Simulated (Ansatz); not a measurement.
Harmonic frequencies (cm⁻¹) at PBE0-D4/def2-TZVP from Ansatz: 80, 122, 130, 167, 183, 303, 600, 601, 905, 908, 909, 916, 1294, 1300, 1446, 1450, 1461, 1465, 3068, 3069, 3165, 3165, 3186, 3186.

Each molecule was computed in one conformer, which needn't be the lowest.

(1) Which molecule is it?
A. `C[SiH2][Se][SiH3]`
B. `C[Se][Se]C`
C. `C[Se][Se][SiH3]`
D. `[CH3][Zn][Se]C`

## Answers

(1) B.
